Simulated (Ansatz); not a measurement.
Relaxation of AlClFH3O (7 atoms, charge 0, multiplicity 1), to a largest force component of 0.03 eV/Å in at most 50 steps.

These are results of RHF/def2-SVP (Ansatz), not measurements.

```xyz
7
Properties=species:S:1:pos:R:3:forces:R:3
Al 0.021 -0.296 -0.068 -0.01 0.04 -0.02
H 0.088 -0.183 1.488 -0.01 -0.30 -0.03
F 1.449 -0.256 -0.885 -0.03 0.00 -0.02
O -1.389 -0.529 -0.932 -0.05 -0.03 0.04
H -2.304 -0.628 -0.738 0.10 0.03 -0.04
Cl 0.023 2.803 1.397 0.12 -1.26 0.59
H 0.143 1.621 1.980 -0.12 1.52 -0.52
```

Where does it end, and by what steps?

The forces met the threshold. The force dipped under the threshold on the way, but the program's further checks kept it going. After 37 steps the energy has fallen by 0.339 eV; H7 moved furthest, 1.35 Å.

| step | energy less start (eV) | largest force component (eV/Å) | accepted |
| --- | --- | --- | --- |
| 0 | 0.0000 | 1.522 | yes |
| 2 | -0.0947 | 1.324 | yes |
| 4 | -0.1886 | 0.316 | yes |
| 6 | -0.2276 | 0.300 | yes |
| 8 | -0.2110 | 1.046 | no |
| 10 | -0.2483 | 0.110 | yes |
| 12 | -0.2503 | 0.245 | no |
| 14 | -0.2513 | 0.309 | yes |
| 16 | -0.2549 | 0.078 | yes |
| 18 | -0.2507 | 0.729 | no |
| 20 | -0.2607 | 0.097 | yes |
| 22 | -0.2642 | 0.082 | yes |
| 24 | -0.2657 | 0.666 | no |
| 26 | -0.2758 | 0.092 | yes |
| 28 | -0.2888 | 0.642 | yes |
| 30 | -0.3195 | 0.784 | yes |
| 32 | -0.3357 | 0.195 | yes |
| 34 | -0.3379 | 0.064 | yes |
| 36 | -0.3387 | 0.043 | yes |
| 37 | -0.3387 | 0.016 | yes |

```xyz
7
Properties=species:S:1:pos:R:3
Al -0.098 -0.324 0.225
H -0.112 -1.317 1.430
F 1.339 0.410 -0.181
O -1.324 -0.192 -0.914
H -2.188 -0.550 -1.002
Cl -0.348 2.143 1.640
H 0.762 2.364 1.045
```

Time of the run: 62 s on 1 thread of Arm Neoverse V1, with other jobs on the host, peak memory 0.15 GiB.
